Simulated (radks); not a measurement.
Numerical settings for the neodymium ion Nd+, [Xe] 4f4 6s1. Method: Dirac Kohn-Sham, PBE, spin-unpolarised, spherical densities, finite nucleus; open shells fill j = l - 1/2 first; Fermi nuclear charge, rms radius 4.9123 fm; computed with a radial shooting solver on a logarithmic mesh with Libxc functionals. The defaults (mesh step 0.008 in ln r, mesh end at 40 bohr or more with all orbitals vanishing there, Anderson mixing 0.5 over 9 steps, residual threshold near 1e-9 with the energy settled to 1e-9 hartree or 1e-11 of itself, here a cap of 59 iterations) give E = -9629.1702 hartree and 4f5/2 at -7.738 eV in 15 iterations. Run on one thread of a shared host, so times are rough (Arm Neoverse V2): 0.14 s of CPU time, 0.14 s wall, 15 iterations on 2360 mesh points. Changes against that run (0 stands for a change within the tolerance of the run):

| setting | iterations | converged | E (mhartree) | e(4f5/2) (meV) | CPU (s) |
|---|---|---|---|---|---|
| mesh step in ln r 0.02 | 15 | yes | +0.000407 | 0 | 0.06 |
| mesh step in ln r 0.003 | 16 | yes | 0 | 0 | 0.39 |
| mesh step in ln r 0.005 | 16 | yes | 0 | 0 | 0.23 |
| mesh end (bohr) 3 | 13 | level above zero | +2.51e+03 | +1.56e+04 | 0.1 |
| mesh end (bohr) 8 | 15 | yes | +6.21 | +228 | 0.13 |
| residual threshold 0.1 | 9 | yes | +0.00193 | +20.6 | 0.11 |
| residual threshold 0.01 | 9 | yes | +0.00193 | +20.6 | 0.11 |
| mixing 0.2 | 18 | yes | 0 | 0 | 0.17 |
| linear mixing, mixing 0.5 | 30 | yes | 0 | 0 | 0.22 |
| linear mixing, mixing 0.05 | 59 | no | +0.237 | -258 | 0.47 |
| mixing history 2 | 26 | yes | 0 | 0 | 0.2 |
| iteration cap 8 | 8 | no | +0.00193 | +20.6 | 0.09 |

Settled on a wrong energy, with an occupied level pushed above zero by the early mesh end: mesh end (bohr) 3 (+2.51 hartree). Apart from these: settings that end as converged yet miss the energy by more than 1 mhartree: mesh end (bohr) 8 (+0.00621 hartree). A mesh that ends early acts as a hard wall.
